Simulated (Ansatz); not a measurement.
Relaxation of Cl₄H₂OSn (8 atoms, charge 0, multiplicity 1), to a largest force component of 0.03 eV/Å in at most 50 steps.

Theory: Ansatz 0.2.0, RKS PBE/def2-SVP.

```xyz
8
Properties=species:S:1:pos:R:3:forces:R:3
Sn -0.529 -0.143 -0.490 0.31 0.13 -0.34
Cl -0.142 1.189 2.842 -0.73 -0.60 -0.09
Cl 1.661 -0.798 0.017 0.00 0.00 0.00
Cl -0.656 2.146 -0.961 0.00 0.00 0.00
Cl -1.226 -1.337 -2.403 0.00 0.00 0.00
O -1.826 -0.693 0.898 -0.28 -0.06 0.50
H -2.455 -1.334 0.507 0.02 0.01 -0.01
H -1.171 0.340 2.732 0.68 0.52 -0.07
```

Q: Where does it end, and by what steps?

A: The run converged. The force dipped under the threshold on the way, but the program's further checks kept it going. After 8 steps the energy has fallen by 0.076 eV; H8 moved furthest, 0.37 Å.

```csv
step,energy less start (eV),largest force component (eV/Å),accepted
0,0.0000,0.729,yes
1,-0.0539,0.344,yes
2,-0.0716,0.222,yes
3,-0.0200,1.086,no
4,-0.0760,0.039,yes
5,-0.0761,0.030,yes
6,-0.0762,0.019,yes
7,-0.0762,0.010,yes
8,-0.0763,0.011,yes
```

```xyz
8
Properties=species:S:1:pos:R:3
Sn -0.486 -0.078 -0.403
Cl -0.240 1.089 2.706
Cl 1.698 -0.799 0.029
Cl -0.621 2.194 -0.942
Cl -1.262 -1.303 -2.265
O -1.823 -0.633 0.998
H -2.414 -1.330 0.642
H -1.196 0.229 2.379
```

Whether the end is a true minimum wasn't checked by a vibrational analysis.

The run took 7.8 s on 4 threads of Intel(R) Xeon(R) 6975P-C (Granite Rapids), with other jobs on the host, peak memory 0.21 GiB.
